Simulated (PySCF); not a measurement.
The dipole of `FC(F)(F)[SiH2][O][GeH3]` from its density and from atomic charges.

Coordinates (PBE0-D3(BJ)/def2-SVP, Å) and charges (e) from the PBE0/pcSseg-1 density (PySCF):

```tsv
atom	x	y	z	Mulliken	IAO	Hirshfeld	ESP-fitted
F1	-2.903	0.434	0.593	-0.2692	-0.2799	-0.0997	-0.1570
C2	-1.593	0.190	0.737	+0.5105	+0.5257	+0.1612	+0.3043
F3	-1.445	-0.574	1.829	-0.2700	-0.2810	-0.1006	-0.1448
F4	-0.994	1.370	1.006	-0.2836	-0.2902	-0.0998	-0.1570
Si5	-0.820	-0.611	-0.842	+0.8471	+0.9765	+0.3770	+0.4069
O6	0.793	-0.777	-0.590	-0.8337	-0.8451	-0.3282	-0.3959
Ge7	2.131	0.217	0.064	+0.5143	+0.7228	+0.4056	+0.3957
H8	-1.453	-1.941	-1.037	-0.1010	-0.1219	-0.0652	-0.0558
H9	-1.141	0.317	-1.963	-0.1041	-0.1407	-0.0737	-0.0624
H10	1.953	0.303	1.587	+0.0013	-0.0868	-0.0588	-0.0450
H11	3.410	-0.536	-0.322	-0.0034	-0.0847	-0.0564	-0.0403
H12	2.061	1.605	-0.595	-0.0082	-0.0946	-0.0612	-0.0487
```

Problem. Compute μ = Σ q r for each scheme (1 e·Å = 4.803 D) and compare with the dipole of the full density.

Solution. The full density gives (1.72, 0.10, -1.06) D, 2.03 D in size; dipole vectors point from the negative to the positive end.

```tsv
scheme	μx	μy	μz	size (D)	share of the full size (%)	angle to the full dipole (°)
Mulliken	2.98	0.67	-2.08	3.70	182	8
IAO	2.03	0.09	-2.46	3.20	158	19
Hirshfeld	1.53	0.18	-0.71	1.70	84	7
ESP-fitted	1.72	0.10	-1.08	2.03	100	0
```

Problem. Which set comes closest?

Solution. Length of the difference vector: ESP-fitted 0.01 D, Hirshfeld 0.41 D, IAO 1.43 D, Mulliken 1.71 D. Closest: ESP-fitted. The schemes that divide the density aren't constrained to reproduce the dipole.

Problem. What is left for the Hirshfeld atoms' own dipoles?

Solution. The shares of the density sum to the whole, so what Σ q r misses lies in dipoles about the nuclei. The atomic dipoles sum to (1.72, 0.10, -1.06) − (1.53, 0.18, -0.71) = (0.19, -0.08, -0.35) D, 0.41 D in size.

Problem. With the origin at the mean of the coordinates, (0.000, 0.000, 0.039) Å, which are the largest single terms, by size, of the Hirshfeld dipole along the direction of the full one?

Solution. Ge7 +3.52, O6 -1.52, C2 -1.32, F1 +1.31, F3 +1.06 D; all 12 atoms together +1.68 D. The single terms depend on the origin, their sum doesn't.

Problem. Give the size of the full dipole in other units.

Solution. 2.03 D = 0.798 au = 0.422 e·Å = 6.77 × 10⁻³⁰ C·m.

Isolated species at its PBE0-D3(BJ)/def2-SVP geometry (one conformer only). The calculation is non-relativistic, for germanium too.

Shape of the structure used: `[F:1][C:2]([F:3])([F:4])[SiH2:5][O:6][GeH3:7]`: F1–C2–Si5–O6 176°, C2–Si5–O6–Ge7 -45°.
